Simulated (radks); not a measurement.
Q: Excited configurations of Au II: one electron is placed in a higher orbital outside [Xe] 4f14 5d9. The ground configuration is [Xe] 4f14 5d10. Method: scalar-relativistic Kohn-Sham, SCAN, spin-polarised, spherical densities, finite nucleus; open shells are filled with parallel spins first (spin-orbit coupling, left out, can overturn this in heavy ions); meta-GGA in the generalised Kohn-Sham scheme; Fermi nuclear charge, rms radius 5.4371 fm; computed with a radial shooting solver on a logarithmic mesh with Libxc functionals. Excitation = E - E(ground); binding = E(ion) - E, where the ion is the core of charge +2; n* = 2/sqrt(2 binding) in atomic units, and the quantum defect is n - n*.

outer orbital  excitation (eV)  binding (eV)     n*  quantum defect  eigenvalue (eV)  <r> (bohr)
5f                      17.702         3.464  3.964           1.036           -2.455       8.687
6s                       2.130        19.036  1.691           4.309          -15.245       2.550
6p                       9.736        11.430  2.182           3.818           -8.700       3.378
6d                      15.583         5.583  3.122           2.878           -4.067       5.976
6f                      18.839         2.327  4.836           1.164           -1.762       14.89
7p                      15.847         5.319  3.199           3.801           -4.213       7.542
7f                      19.520         1.646  5.750           1.250           -1.289       22.59

Estimate the row for 7d.

A: excitation (eV) 17.893; binding (eV) 3.273; n* 4.078; quantum defect 2.922; eigenvalue (eV) -2.531; <r> (bohr) 11.37. The Delta-SCF ionisation energy is 21.166 eV (NIST Atomic Spectra Database: 20.20 eV, measured). Self-interaction in the functional shifts the binding energies and quantum defects, so they are the method's values and not measured ones. Open shells are spherical and high-spin; term and fine-structure splittings are not resolved. Spin-orbit splitting is averaged out at the scalar-relativistic level.
